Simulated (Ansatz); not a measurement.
C6H7 (SMILES [CH]1C=CC=CC1), doublet, at a GFN2-xTB geometry, atoms displaced at random by about 0.08 Å a coordinate; PBE0/STO-3G, gradient run with Ansatz (an electronic-structure program).

Input for Ansatz:
Ansatz 0.2 input:
```yaml
crystal:
  periodic: [false, false, false]
  atoms:
    - {symbol: C, position_ang: [-0.72993073, -1.01836912, -0.04223748]}
    - {symbol: C, position_ang: [0.59880288, -1.19978873, 0.23322615]}
    - {symbol: C, position_ang: [1.47501588, -0.15120777, 0.12727294]}
    - {symbol: C, position_ang: [0.92935929, 1.14036727, 0.03188435]}
    - {symbol: C, position_ang: [-0.41402651, 1.15168188, -0.18049962]}
    - {symbol: C, position_ang: [-1.41388750, 0.13023994, -0.21025637]}
    - {symbol: H, position_ang: [-1.36108327, -1.99339452, 0.04826302]}
    - {symbol: H, position_ang: [1.07149167, -2.37613633, 0.28036211]}
    - {symbol: H, position_ang: [2.50623379, -0.33646815, 0.31111588]}
    - {symbol: H, position_ang: [1.47205315, 1.90416179, 0.02731497]}
    - {symbol: H, position_ang: [-0.71526303, 2.45230694, -0.45170280]}
    - {symbol: H, position_ang: [-2.25660026, 0.38721108, 0.58427168]}
    - {symbol: H, position_ang: [-2.02064092, 0.09667904, -0.95484725]}
basis:
  gaussian:
    orbitals: STO-3G
hamiltonian:
  xc: pbe0
magnetization: {spin_polarized: true, initial_magnetization: 1}
output: {forces: true}
```

Output, abridged:

```
Functional definition: PBE0
526 factors; integrals over basis functions are off by at most 4.5e-5 eV
mean field evaluation 1: about -6245.7653 eV, gradient 5.9e0 eV
mean field evaluation 2: about -6245.8642 eV, gradient 6.5e0 eV
mean field evaluation 4: about -6246.1586 eV, gradient 8.4e-1 eV
mean field evaluation 8: about -6246.0969 eV, gradient 5.6e-2 eV
mean field evaluation 16: about -6246.0970 eV, gradient 8.2e-5 eV
mean field -6246.09697595 eV, -229.5398301096 hartree, gradient 8.0e-5 eV, S^2 0.830469; 0 other end points of the search recorded, 0 dependent functions left out
the calculation of the forces begins
reference -6246.09699514 eV, -229.5398308148 hartree; 22, 21 occupied and 15, 16 virtual orbitals, 526 factors
Total energy: -6246.09699514 eV, -229.5398308148 hartree
Atom 0 at    -0.729931    -1.018369    -0.042237 Å, force     0.700896   -11.288376     2.438516 eV/Å
Atom 1 at     0.598803    -1.199789     0.233226 Å, force     1.109219    -5.979566    -0.929181 eV/Å
Atom 2 at     1.475016    -0.151208     0.127273 Å, force     1.507411     0.686727     1.147305 eV/Å
Atom 3 at     0.929359     1.140367     0.031884 Å, force    -5.964334    -9.329846    -0.395428 eV/Å
Atom 4 at    -0.414027     1.151682    -0.180500 Å, force     0.123509    11.845665    -1.975148 eV/Å
Atom 5 at    -1.413887     0.130240    -0.210256 Å, force    -1.031217     5.366918     6.796464 eV/Å
Atom 6 at    -1.361083    -1.993395     0.048263 Å, force     1.150539     1.923037    -0.473877 eV/Å
Atom 7 at     1.071492    -2.376136     0.280362 Å, force    -1.951490     4.408717     0.110905 eV/Å
Atom 8 at     2.506234    -0.336468     0.311116 Å, force     1.476604     0.055927     0.022735 eV/Å
Atom 9 at     1.472053     1.904162     0.027315 Å, force     5.628996     8.414767    -0.110454 eV/Å
Atom 10 at    -0.715263     2.452307    -0.451703 Å, force     0.285061    -5.549520     1.200336 eV/Å
Atom 11 at    -2.256600     0.387211     0.584272 Å, force     1.694531    -0.699260    -0.431869 eV/Å
Atom 12 at    -2.020641     0.096679    -0.954847 Å, force    -4.729725     0.144810    -7.400304 eV/Å
Dipole moment:    -0.123400    -0.015035    -0.006800 e Å
```
